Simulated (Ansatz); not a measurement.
Born–Oppenheimer molecular dynamics of C2H8FNOSi (14 atoms, charge 0, multiplicity 1). It starts from a relaxed structure.

Level of theory: Ansatz 0.2.0, RKS PBE0-D4/STO-3G.

* ensemble: NVT, Langevin thermostat
* time step: 0.25 fs
* steps asked: 400
* set temperature: 100 K
* friction: 0.01 /fs
* temperature schedule: 100 steps to 100 K, then 300 steps to 300 K
* seed: 799704

Frames 1.25 fs apart, positions in Å.

Velocities at 75.0 fs (Å/ps):

```
C -0.94 -3.80 -0.78
C 0.04 3.51 3.18
O 3.41 0.29 -3.14
Si 1.83 -3.56 1.44
N -1.23 -1.09 3.12
F -2.76 -0.81 -4.11
H 3.35 16.09 14.86
H -11.60 13.65 4.83
H -8.86 14.62 -16.94
H -1.19 10.55 -3.58
H -9.14 -12.60 -0.91
H 10.14 -6.24 5.15
H 7.91 2.09 8.96
H 18.79 0.07 0.33
```

```xyz
14
Properties=species:S:1:pos:R:3 time_fs=75.0 energy_less_start_eV=0.169 T=127
C 0.910 -1.732 1.536
C 0.866 -0.367 0.752
O -0.235 -0.421 -0.206
Si -0.422 1.075 -1.079
N -2.056 1.268 -1.707
F 0.561 0.966 -2.376
H 1.894 -1.898 2.025
H 0.760 -2.525 0.791
H 0.122 -1.701 2.284
H 1.837 -0.219 0.260
H 0.752 0.478 1.501
H -0.129 2.244 -0.277
H -2.713 1.704 -0.969
H -2.523 0.417 -2.060
14
Properties=species:S:1:pos:R:3 time_fs=76.2 energy_less_start_eV=0.164 T=128
C 0.909 -1.736 1.534
C 0.866 -0.363 0.756
O -0.231 -0.420 -0.209
Si -0.420 1.070 -1.077
N -2.058 1.267 -1.702
F 0.557 0.965 -2.380
H 1.893 -1.880 2.043
H 0.743 -2.511 0.800
H 0.108 -1.687 2.265
H 1.838 -0.204 0.254
H 0.743 0.462 1.497
H -0.118 2.237 -0.269
H -2.697 1.701 -0.968
H -2.502 0.414 -2.058
14
Properties=species:S:1:pos:R:3 time_fs=77.5 energy_less_start_eV=0.162 T=130
C 0.909 -1.738 1.533
C 0.866 -0.358 0.759
O -0.227 -0.418 -0.212
Si -0.417 1.065 -1.075
N -2.059 1.266 -1.697
F 0.553 0.965 -2.383
H 1.881 -1.860 2.058
H 0.726 -2.511 0.810
H 0.089 -1.681 2.252
H 1.843 -0.188 0.244
H 0.733 0.444 1.495
H -0.109 2.228 -0.260
H -2.678 1.689 -0.979
H -2.485 0.403 -2.054
14
Properties=species:S:1:pos:R:3 time_fs=78.8 energy_less_start_eV=0.191 T=119
C 0.908 -1.736 1.533
C 0.865 -0.354 0.763
O -0.223 -0.416 -0.215
Si -0.413 1.060 -1.072
N -2.058 1.265 -1.691
F 0.548 0.965 -2.385
H 1.861 -1.839 2.067
H 0.710 -2.524 0.815
H 0.072 -1.683 2.244
H 1.847 -0.174 0.231
H 0.722 0.433 1.498
H -0.100 2.221 -0.248
H -2.663 1.673 -0.987
H -2.471 0.383 -2.052
14
Properties=species:S:1:pos:R:3 time_fs=80.0 energy_less_start_eV=0.198 T=111
C 0.906 -1.732 1.532
C 0.866 -0.352 0.765
O -0.220 -0.413 -0.216
Si -0.411 1.055 -1.069
N -2.055 1.262 -1.686
F 0.543 0.965 -2.384
H 1.832 -1.820 2.076
H 0.700 -2.544 0.818
H 0.056 -1.693 2.241
H 1.843 -0.161 0.225
H 0.712 0.435 1.508
H -0.092 2.212 -0.238
H -2.667 1.660 -0.983
H -2.463 0.365 -2.045
14
Properties=species:S:1:pos:R:3 time_fs=81.2 energy_less_start_eV=0.172 T=126
C 0.902 -1.727 1.531
C 0.867 -0.350 0.766
O -0.216 -0.411 -0.217
Si -0.408 1.052 -1.068
N -2.050 1.258 -1.681
F 0.538 0.963 -2.385
H 1.813 -1.808 2.092
H 0.694 -2.563 0.825
H 0.047 -1.710 2.238
H 1.838 -0.152 0.233
H 0.705 0.443 1.523
H -0.087 2.203 -0.231
H -2.688 1.652 -0.965
H -2.456 0.351 -2.029
14
Properties=species:S:1:pos:R:3 time_fs=82.5 energy_less_start_eV=0.165 T=136
C 0.895 -1.722 1.530
C 0.868 -0.349 0.766
O -0.212 -0.407 -0.217
Si -0.406 1.050 -1.066
N -2.044 1.255 -1.674
F 0.533 0.962 -2.385
H 1.805 -1.802 2.114
H 0.698 -2.575 0.837
H 0.045 -1.730 2.232
H 1.832 -0.148 0.248
H 0.699 0.452 1.535
H -0.085 2.197 -0.226
H -2.715 1.643 -0.945
H -2.446 0.343 -2.010
14
Properties=species:S:1:pos:R:3 time_fs=83.8 energy_less_start_eV=0.171 T=119
C 0.887 -1.716 1.530
C 0.869 -0.348 0.767
O -0.208 -0.404 -0.215
Si -0.404 1.049 -1.064
N -2.039 1.253 -1.667
F 0.528 0.960 -2.385
H 1.804 -1.802 2.135
H 0.715 -2.578 0.855
H 0.046 -1.748 2.227
H 1.827 -0.147 0.269
H 0.694 0.458 1.544
H -0.083 2.191 -0.221
H -2.736 1.627 -0.935
H -2.439 0.343 -1.991
14
Properties=species:S:1:pos:R:3 time_fs=85.0 energy_less_start_eV=0.161 T=132
C 0.881 -1.710 1.530
C 0.869 -0.348 0.768
O -0.206 -0.401 -0.214
Si -0.402 1.048 -1.063
N -2.035 1.251 -1.659
F 0.524 0.957 -2.385
H 1.808 -1.806 2.153
H 0.740 -2.577 0.878
H 0.047 -1.758 2.228
H 1.835 -0.150 0.293
H 0.691 0.458 1.543
H -0.077 2.186 -0.216
H -2.741 1.600 -0.939
H -2.433 0.349 -1.972
14
Properties=species:S:1:pos:R:3 time_fs=86.2 energy_less_start_eV=0.154 T=135
C 0.875 -1.705 1.531
C 0.868 -0.347 0.769
O -0.202 -0.400 -0.212
Si -0.401 1.047 -1.061
N -2.032 1.250 -1.649
F 0.519 0.955 -2.385
H 1.803 -1.811 2.162
H 0.771 -2.573 0.896
H 0.043 -1.763 2.228
H 1.855 -0.157 0.319
H 0.690 0.452 1.534
H -0.074 2.180 -0.214
H -2.731 1.571 -0.952
H -2.430 0.350 -1.954
14
Properties=species:S:1:pos:R:3 time_fs=87.5 energy_less_start_eV=0.166 T=115
C 0.870 -1.702 1.534
C 0.866 -0.346 0.771
O -0.196 -0.400 -0.211
Si -0.400 1.047 -1.058
N -2.029 1.250 -1.639
F 0.516 0.952 -2.386
H 1.786 -1.814 2.158
H 0.799 -2.574 0.899
H 0.035 -1.766 2.234
H 1.880 -0.163 0.340
H 0.689 0.446 1.520
H -0.071 2.178 -0.213
H -2.720 1.547 -0.961
H -2.430 0.343 -1.943
14
Properties=species:S:1:pos:R:3 time_fs=88.8 energy_less_start_eV=0.176 T=114
C 0.865 -1.698 1.538
C 0.863 -0.346 0.772
O -0.191 -0.400 -0.209
Si -0.399 1.047 -1.056
N -2.026 1.250 -1.631
F 0.513 0.950 -2.385
H 1.761 -1.812 2.147
H 0.824 -2.576 0.886
H 0.023 -1.766 2.243
H 1.905 -0.172 0.350
H 0.687 0.446 1.512
H -0.067 2.175 -0.214
H -2.718 1.534 -0.951
H -2.426 0.334 -1.938
```

Of the whole run (100 fs, mean temperature of the second half 120 K): The schedule's set-point averaged 233 K over the second half and the system 120 K, so it lags behind the ramp. A run of 0.1 ps of so small a system gives no equilibrium averages. Limits of this set-up: minimal basis.

Time of the run: 7.9 min on 1 thread of AMD EPYC 9R45 96-Core Processor (Zen 5), on a shared host, peak memory 0.11 GiB.
